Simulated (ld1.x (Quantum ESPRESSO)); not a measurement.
# Reading a pseudo-wave (Co (Z = 27))

Columns: radius, all-electron u(r) and pseudo u(r) of the 4s shell (level -5.47 eV) of cobalt in the configuration [Ne] 3s2 3p6 3d7 4s2 4p0; PBE, scalar-relativistic, TM semilocal scheme, ld1.x (Quantum ESPRESSO) 7.5.

| r (bohr) | all-electron | pseudo |
| --- | --- | --- |
| 0.130 | -0.1357 | -0.0234 |
| 0.260 | -0.0785 | -0.0476 |
| 0.390 | 0.1420 | -0.0734 |
| 0.520 | 0.2625 | -0.1017 |
| 0.650 | 0.2577 | -0.1332 |
| 0.780 | 0.1719 | -0.1688 |
| 0.910 | 0.0492 | -0.2092 |
| 1.040 | -0.0816 | -0.2547 |
| 1.170 | -0.2048 | -0.3050 |
| 1.300 | -0.3129 | -0.3592 |
| 1.430 | -0.4035 | -0.4153 |
| 1.560 | -0.4766 | -0.4705 |
| 1.690 | -0.5334 | -0.5214 |
| 1.820 | -0.5757 | -0.5649 |
| 1.950 | -0.6055 | -0.5985 |
| 2.080 | -0.6245 | -0.6212 |
| 2.210 | -0.6345 | -0.6334 |
| 2.340 | -0.6368 | -0.6366 |
| 2.470 | -0.6329 | -0.6329 |
| 2.600 | -0.6237 | -0.6237 |
| 2.730 | -0.6105 | -0.6105 |
| 2.860 | -0.5939 | -0.5939 |
| 2.990 | -0.5748 | -0.5748 |
| 3.120 | -0.5538 | -0.5538 |
| 3.250 | -0.5315 | -0.5315 |
| 3.380 | -0.5084 | -0.5084 |

(1) How many radial nodes do the two functions have?

(2) At about which radius was the pseudo-wave matched?

(3) Where does each function peak?

(4) Is the pseudo-wave norm-conserving?

## Answers

(1) The all-electron 4s function has n − l − 1 = 3 (the table is too coarse to show those close to the nucleus); the pseudo-wave has 0, since the states of the same l below it are removed with the core.

(2) 2.60 bohr. The columns agree to 0.0005 from 2.34 bohr on; several derivatives are matched, so the curves merge somewhat inside the radius.

(3) Outermost all-electron maximum near 2.34 bohr, pseudo maximum near 2.34 bohr (to the table’s step).

(4) Yes: the TM semilocal scheme keeps the norm inside the radius equal to the all-electron one, which fixes the energy derivative of the logarithmic derivative at the level.
